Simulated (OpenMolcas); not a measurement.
The numbers below are computed, except where a source is named.
Ce3+: input and output

Ce3+ with 6 ligands (fluoride) in octahedral coordination (Oh) at 2.32 Å. A charge of +0.5 e stands 2.8 Å behind each ligand. Ligand basis ANO-RCC-VDZP. With inversion symmetry the input lists one of each pair of outer charges.

Input:

```
&GATEWAY
Coord
7

Ce 0.0 0.0 0.0
F 2.320000 0.000000 0.000000
F 0.000000 2.320000 0.000000
F -2.320000 0.000000 0.000000
F 0.000000 -2.320000 0.000000
F 0.000000 0.000000 2.320000
F 0.000000 0.000000 -2.320000
Basis=Ce.ANO-RCC-VDZP,F.ANO-RCC-VDZP
Group=XYZ
NoMove
AngMom=0.0 0.0 0.0
AMFI
RICD
XField
3 Angstrom 0
5.120000 0.000000 0.000000 0.500000
0.000000 5.120000 0.000000 0.500000
0.000000 0.000000 5.120000 0.500000
&SEWARD
&RASSCF
FileOrb=start.orb
Symmetry=2
Spin=2
nActEl=1 0 0
Inactive=30 27
Ras2=0 7
CIRoot=7 7 1
SDav=7
CIMx=300
Iter=150 100
PrWF=0.3
OrbListing=Nothing
MaxOrb=0
LevShft=1.0
>>> COPY $Project.JobIph JOB001
&RASSI
NrOfJobIphs=1 7
1 2 3 4 5 6 7
IphNames
JOB001
EJob
SpinOrbit
DIPRint=1.0
SOCoupling=1000.0
Subsets=2
Property=9
'ANGMOM' 1 'ANGMOM' 2 'ANGMOM' 3 'MLTPL  1' 1 'MLTPL  1' 2 'MLTPL  1' 3
'AMFI' 1 'AMFI' 2 'AMFI' 3
SOProperty=3
'ANGMOM' 1 'ANGMOM' 2 'ANGMOM' 3
```

Launched by
```bash
OMP_NUM_THREADS=1 MOLCAS_MEM=2457 MOLCAS_PROJECT=a pymolcas a.inp > a.log  # once for each step of the input, in one work folder
```

A driver script runs the steps one by one and writes start.orb anew before each from the orbitals found so far.

Output, cut to the results:

```
--- SEWARD ---
Basis set label: CE.ANO-RCC...7S6P4D2F1G.

      Electronic valence basis set:
      ------------------
      Associated Effective Charge  58.000000 au
      Associated Actual Charge     58.000000 au
      Nuclear Model: Point charge

      Shell  nPrim  nBasis  Cartesian Spherical Contaminant
         s      25       7        X
         p      22       6        X
         d      15       4                 X
         f      11       2                 X
         g       4       1                 X
                  Relativistic Douglas-Kroll-Hess integrals:
                    - DKH order of Hamiltonian: 2
                    - DKH order of Properties : 0
                  Atomic mean-field integrals
--- RASSCF ---
Wave function specifications:
      -----------------------------

      Number of closed shell electrons         114
      Number of electrons in active shells       1
      Max number of holes in RAS1 space          0
      Max nr of electrons in RAS3 space          0
      Number of inactive orbitals               57
      Number of active orbitals                  7
      Number of secondary orbitals              88
      Spin quantum number                      0.5
      State symmetry                             2
Orbital specifications:
      -----------------------

      Symmetry species                           1   2
                                                ag  au
      Frozen orbitals                            0   0
      Inactive orbitals                         30  27
      Active orbitals                            0   7
      RAS1 orbitals                              0   0
      RAS2 orbitals                              0   7
      RAS3 orbitals                              0   0
      Secondary orbitals                        48  40
      Deleted orbitals                           0   0
      Number of basis functions                 78  74
      Number of CSFs                             7
      Number of root(s) required                 7
      Iter CI   SX   CI       RASSCF       Energy    max ROT     max BLB   max BLB  Level Ln srch  Step   QN
          iter iter root      energy       change     param      element    value   shift minimum  type update
 Nr of preliminary CI iterations:   1
      Total energies have been shifted. Add                -9000.00 au
        1   1    9    0  -451.03620052    0.00E+00  -5.61E-02   26  68 2 -3.33E-01*  0.92   0.00    SX    NO
        2   1    9    0  -451.78414214   -7.48E-01* -3.00E-02   30  33 1  1.19E-01*  1.02   0.00    SX    NO
        3   1    9    0  -451.84313509   -5.90E-02*  1.53E-02   30  33 1  6.13E-02*  1.06   0.00    SX    NO
        4   1    8    0  -451.85613966   -1.30E-02* -9.08E-03   30  33 1  3.68E-02*  1.07   0.00    SX    NO
        5   1    8    0  -451.86061920   -4.48E-03*  1.26E-02   30  33 1  2.20E-02*  1.08   2.50    LS   YES
        6   1    8    0  -451.86315433   -2.54E-03* -1.62E-03   27  70 1 -5.25E-03*  1.09   1.08    QN   YES
        7   1    7    0  -451.86338715   -2.33E-04* -1.37E-03   15  42 2 -3.20E-03*  1.09   1.86    LS   YES
        8   1    7    0  -451.86345039   -6.32E-05*  8.16E-04   30  33 1 -2.20E-03*  1.09   1.01    QN   YES
        9   1    7    0  -451.86347933   -2.89E-05* -4.62E-04   15  42 2 -1.06E-03*  1.09   1.57    LS   YES
       10   1    7    0  -451.86348370   -4.37E-06* -3.68E-04   27  70 1  1.11E-03*  1.09   1.00    QN   YES
       11   1    6    0  -451.86348998   -6.28E-06* -4.24E-04   24  66 2  5.55E-04*  1.09   2.15    LS   YES
       12   1    6    0  -451.86349250   -2.52E-06*  7.87E-05    9  47 2  2.48E-04*  1.09   1.00    QN   YES
       13   1    6    0  -451.86349303   -5.36E-07*  6.72E-05   10  45 2  1.10E-04*  1.09   1.85    LS   YES
       14   1    5    0  -451.86349319   -1.57E-07* -1.83E-05    9  47 2 -1.12E-04*  1.09   1.06    QN   YES
       15   1    5    0  -451.86349323   -4.27E-08* -1.55E-05   12  31 2 -3.54E-05   1.09   1.69    QN   YES
       16   1    4    0  -451.86349325   -1.54E-08* -5.74E-06   23  66 2  1.52E-05   1.09   1.13    QN   YES
       17   1    4    0  -451.86349325   -1.79E-09   3.84E-06    9  47 2  8.53E-06   1.09   1.45    QN   YES
      Convergence after 17 iterations
       18   1    4    0  -451.86349325   -8.62E-10   3.84E-06   10  42 2 -3.64E-06   1.09   1.45    QN   YES
      Natural orbitals and occupation numbers for root  1
...
--- RASSI ---
SPIN-FREE ENERGIES:
  (Shifted by EMIN (a.u.) =      -9451.8682448507)

 SF State       Relative EMIN(au)   Rel lowest level(eV)    D:o, cm**(-1)

     1             0.0000000000        0.0000000000              0.0000
     2             0.0028841511        0.0784817492            632.9980
     3             0.0028841511        0.0784817492            632.9980
     4             0.0028841511        0.0784817492            632.9980
     5             0.0082029162        0.2232127199           1800.3320
     6             0.0082029162        0.2232127199           1800.3320
     7             0.0082029162        0.2232127199           1800.3320
     Dipole printing threshold changed to   1.00000000E+00
Eigenvalues of complex Hamiltonian:
   -----------------------------------
  (Shifted by EMIN (a.u.) =      -9451.8682448507)

 SO State       Relative EMIN(au)   Rel lowest level(eV)    D:o, cm**(-1)

     1            -0.0046923926        0.0000000000              0.0000
     2            -0.0046923926        0.0000000000              0.0000
     3            -0.0005295991        0.1132753818            913.6276
     4            -0.0005295991        0.1132753818            913.6276
     5            -0.0005295990        0.1132753829            913.6276
     6            -0.0005295990        0.1132753829            913.6276
     7             0.0060367306        0.2919543141           2354.7703
     8             0.0060367306        0.2919543141           2354.7703
     9             0.0101047666        0.4026512126           3247.6010
    10             0.0101047666        0.4026512140           3247.6011
    11             0.0101047666        0.4026512126           3247.6010
    12             0.0101047666        0.4026512140           3247.6011
    13             0.0127665285        0.4750814448           3831.7903
    14             0.0127665285        0.4750814448           3831.7903
...
```

Spin-orbit levels above the lowest (labels of O, the rotations of Oh):

```json
{"E (cm-1)": "0.0", "Degeneracy": "2", "Label": "Γ7", "2S+1": "2", "J": "2.54", "|mJ| (%)": "3/2 (82)", "g": "1.16 1.16 1.16"}
{"E (cm-1)": "913.6", "Degeneracy": "4", "Label": "Γ8", "2S+1": "2", "J": "2.57", "|mJ| (%)": "1/2 (48)", "g": ""}
{"E (cm-1)": "2355", "Degeneracy": "2", "Label": "Γ7", "2S+1": "2", "J": "3.50", "|mJ| (%)": "5/2 (74)", "g": "3.16 3.16 3.16"}
{"E (cm-1)": "3248", "Degeneracy": "4", "Label": "Γ8", "2S+1": "2", "J": "3.44", "|mJ| (%)": "3/2 (36)", "g": ""}
{"E (cm-1)": "3832", "Degeneracy": "2", "Label": "Γ6", "2S+1": "2", "J": "3.49", "|mJ| (%)": "1/2 (58)", "g": "2.63 2.63 2.63"}
```

No measured value stands beside these numbers; the geometry was imposed, not optimised, and the real ion may take another.

The RASSCF and RASSI steps took 12 s on 1 thread of Intel(R) Xeon(R) Platinum 8488C (Sapphire Rapids), on a shared host; the integral step is not counted.
